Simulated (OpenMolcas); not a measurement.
**A ladder of methods for C3H10OSi (SMILES C[Si](C)(C)O)**

C3H10OSi: 15 atoms, total charge 0, spin state singlet. SMILES: `C[Si](C)(C)O`. The coordinates come from a PBE0-D4/def2-TZVP relaxation. This is one conformer, not always the lowest.

Quantity: the vertical energy of the triplet above the singlet, in eV. The values are calculated.

| level | kind | program | value (eV) |
| --- | --- | --- | --- |
| HF/6-31G* (spherical functions) | Hartree–Fock | OpenMolcas | 7.53 |
| SVWN5/6-31G* (spherical functions) | LDA | OpenMolcas | 7.04 |
| revPBE/6-31G* (spherical functions) | GGA | OpenMolcas | 7.05 |
| M06-L/6-31G* (spherical functions) | meta-GGA | OpenMolcas | 7.62 |
| TPSS/6-31G* (spherical functions) | meta-GGA | OpenMolcas | 7.18 |
| r2SCAN/6-31G* (spherical functions) | meta-GGA | OpenMolcas | 7.37 |
| M06-2X/6-31G* (spherical functions) | hybrid meta-GGA | OpenMolcas | 7.92 |

The values span 7.04 to 7.92 eV. A triplet this far above the singlet is often a Rydberg-like or dissociative state; sets without diffuse functions put Rydberg states too high.
